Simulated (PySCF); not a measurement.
Harmonic spectrum computed at PBE0 in the def2-TZVP basis family (core potentials from Rb on, PySCF, no spin–orbit coupling):

```
ω (cm⁻¹)  IR (km/mol)
     245          1.1
     584         74.4
     714          2.0
    2317         20.7
    2339          9.1
    2342         34.2
```

**Question.** Which molecule gave it? In each, all ligands are bound to the one heavy central atom.
A. OsH₃⁺ (triplet)
B. ReH₃⁺ (quartet)
C. CeH₃⁺ (singlet)
D. WH₃⁺ (triplet)

**Answer.** A. It has Cs symmetry with Os–H 1.573 Å (×3).
